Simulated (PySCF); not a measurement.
C6H16BNO.
SMILES with atom numbers: `[CH3:1][O:2][C@@H:3]1[CH2:4][CH2:5][C@@H:6]([BH2-:7][NH3+:8])[CH2:9]1` (hydrogens: H10, H11, H12 on C1; H13 on C3; H14, H15 on C4; H16, H17 on C5; H18 on C6; H19, H20 on B7; H21, H22, H23 on N8; H24, H25 on C9)

All values: PBE0/pcSseg-1 (PySCF, non-relativistic), on one gas-phase PBE0-D3(BJ)/def2-SVP geometry that isn't relaxed in the solvent. The solvent is an IEF-PCM continuum (cavity from Bondi-type radii × 1.2). Only the electrostatic response of the medium enters.

Gas phase at PBE0/pcSseg-1: HOMO -6.85 eV, LUMO 0.29 eV, dipole 4.26 D.

Q: What does the continuum do to the energy, the frontier levels and the dipole at PBE0/pcSseg-1 in cyclohexane and acetonitrile?

A: 
```tsv
solvent	ε	E(solvent) − E(gas) (kcal/mol)	polarisation term (kcal/mol)	distortion of the solute (kcal/mol)	HOMO (eV)	LUMO (eV)	dipole (D)
cyclohexane	2.017	-5.48	-5.83	0.35	-6.94	0.73	4.67
acetonitrile	35.69	-13.62	-15.92	2.30	-7.08	1.26	5.31
```

The polarisation term is half the interaction of the solute with the surface charges that it induces; the rest is the cost of distorting the solute's density. The sum is the electrostatic part of solvation alone. From cyclohexane to acetonitrile the lowering changes by a factor 2.48, Onsager's factor (ε − 1)/(2ε + 1) by 2.37 and ε itself by 17.7.

Q: Which radius a makes the point-dipole formula ΔE = −[(ε − 1)/(2ε + 1)]·μ²/a³ give the value in acetonitrile, with the gas-phase dipole?

A: μ = 1.677 au and |ΔE| = 0.02171 Eh give a = 2.10 Å; the farthest nucleus lies 4.23 Å from the centroid of the nuclei, so such a sphere wouldn't even hold the nuclei. The formula assumes a rigid point dipole at the centre of a sphere.

Q: Which Hirshfeld charges (PBE0/pcSseg-1) respond most in acetonitrile (means over atoms taken as equivalent)?

A: 
```tsv
atoms	environment	gas (e)	solvent (e)	change
H19	B–H hydrogen	-0.110	-0.129	-0.019
H20	B–H hydrogen	-0.109	-0.128	-0.019
O2	ether oxygen	-0.140	-0.156	-0.016
H21/H22/H23	N–H hydrogen	+0.165	+0.180	+0.015
H25	methylene hydrogen	+0.021	+0.029	+0.008
N8	nitrogen bonded to B and 3 H	-0.078	-0.070	+0.008
C5	ring CH2 carbon	-0.068	-0.075	-0.007
H17	methylene hydrogen	+0.030	+0.025	-0.005
H13	methine hydrogen	+0.023	+0.029	+0.006
H16	methylene hydrogen	+0.035	+0.030	-0.005
B7	four-coordinate boron	-0.034	-0.039	-0.005
H10/H11/H12	methyl hydrogen	+0.035	+0.040	+0.005
```

Q: How do the nuclear quadrupole coupling constants eQVzz/h respond in acetonitrile?

A: 
```
  nucleus  Q (barn)  gas (MHz)  solvent (MHz)  η gas  η solvent
17O at O2   -0.0256      11.97          11.79   1.00       0.99
11B at B7   0.04059       2.52           2.10   0.11       0.20
14N at N8   0.02044      -2.38          -1.95   0.03       0.02
```
